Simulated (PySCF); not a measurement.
AlO3, SMILES [O]1[O][Al]1[O], multiplicity 2. Atoms are numbered in the order given.

```xyz
4

Al     0.0000     0.0000     0.3928
O      0.0000     0.0000     1.9891
O      0.0000     0.6833    -1.3137
O      0.0000    -0.6833    -1.3137
```
Charge 0, spin multiplicity 2.

The structure is a stationary point at B3LYP-D3(BJ)/def2-TZVP.

Calculation: PySCF with PBE0/pcH-1.

Unrestricted Kohn–Sham, ⟨S²⟩ = 0.757. Hyperfine tensors hold the contact and dipolar terms, without spin-orbit corrections.

Computed hyperfine couplings:
| nucleus | A(iso) (MHz) | A(iso) (G) | dipolar principal values (MHz) |
|---|---|---|---|
| 27Al no. 1 | -5.7 | -2.0 | -2.1, -1.3, 3.4 |
| 17O no. 2 | -0.6 | -0.2 | -0.7, -0.3, 1.0 |
| 17O no. 3 | -40.1 | -14.3 | -182.3, 88.6, 93.7 |
| 17O no. 4 | -40.1 | -14.3 | -182.3, 88.6, 93.7 |

Question: And the g tensor (effective nuclear charges for spin-orbit coupling, GIAO)? (Estimate from the structure and the level; the computed values follow.)

Answer: principal values 2.0019, 2.0105, 2.0353; isotropic 2.0159.
